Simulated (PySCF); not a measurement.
## Computed data sheet: `C[Si@](N)([SiH3])O[SiH3]`

Species: CH11NOSi3.
SMILES with atom numbers: `[CH3:1][Si@:2]([NH2:3])([SiH3:4])[O:5][SiH3:6]` (hydrogens: H7, H8, H9 on C1; H10, H11 on N3; H12, H13, H14 on Si4; H15, H16, H17 on Si6)

Structural features include: Si–H bond, siloxane link and C–Si bond.

**PBE0-D3(BJ)/def2-SVP geometry optimisation, gas phase (PySCF)**

```yaml
Point_group: C1
Rotational_constants_A_B_C: 2.221, 1.125, 0.971 GHz
```

From CAM-B3LYP/def2-SVPD ground state, ΔSCF and vertical TDDFT (core frozen in the response) (PySCF):

```yaml
Dipole_moment: 1.71 D
HOMO_energy: -8.86 eV
LUMO_energy: 0.80 eV
HOMO–LUMO_gap: 9.66 eV
Lowest_singlet_excitation: 6.66 eV (186 nm, f = 0.051)
Strongest_line_among_the_10_lowest_singlet_transitions: S8 at 8.02 eV (155 nm, f = 0.284)
Lowest_triplet_excitation_Tamm–Dancoff: 6.12 eV
Static_isotropic_polarisability: 105.9 au
Vertical_ionisation_energy: 9.49 eV
Electronic_spatial_extent_⟨r²⟩_about_the_centre_of_nuclear_charge: 1394 bohr²
```

From KT3/pcSseg-1 ground state and GIAO shieldings, non-relativistic (PySCF):

```yaml
13C_chemical_shifts_computed_TMS_as_zero_by_class: 1.9 (C1) ppm
1H_chemical_shifts_computed_TMS_as_zero_by_class: 4.86 (H15/H16/H17), 3.17 (H12/H13/H14), 1.17 (H10/H11), 0.30 (H7/H8/H9) ppm
Isotropic_shieldings_of_nuclei_other_than_C_and_H_by_class: 221 (N3), 261 (O5), 370 (Si2), 413 (Si6), 476 (Si4) ppm
```

Monoisotopic mass (most abundant isotopes): 137.0148 u.

The ΔSCF ionisation energy exceeds −ε(HOMO) by 0.63 eV with CAM-B3LYP. The polarisability is 15.70 Å³ as a volume (1 au = 0.148185 Å³), or 1.43 au for each of the 74 electrons. With B = h/(8π²I), that is 505.379 GHz u Å² over I, the principal moments of inertia are 227.5, 449.2 and 520.3 u Å² (most abundant isotopes). The largest Löwdin shares of the HOMO are 0.24 on Si4, 0.18 on Si2, 0.15 on O5 and 0.15 on N3. The vertical singlet–triplet gap S1 − T1 is 0.54 eV (TDDFT singlet less Tamm–Dancoff triplet).

One conformer (not necessarily the lowest) at the PBE0-D3(BJ)/def2-SVP geometry, without solvent or vibrations. NMR classes are plain means over equivalent atoms (diastereotopic ones count apart unless rotation or inversion swaps them), as if these changed places fast; in this geometry the members of some classes differ.

Shape of the structure used: `[CH3:1][Si@:2]([NH2:3])([SiH3:4])[O:5][SiH3:6]`: C1–Si2–O5–Si6 -120°, H–N3–Si2–C1 -167°, H–N3–Si2–C1 37°.
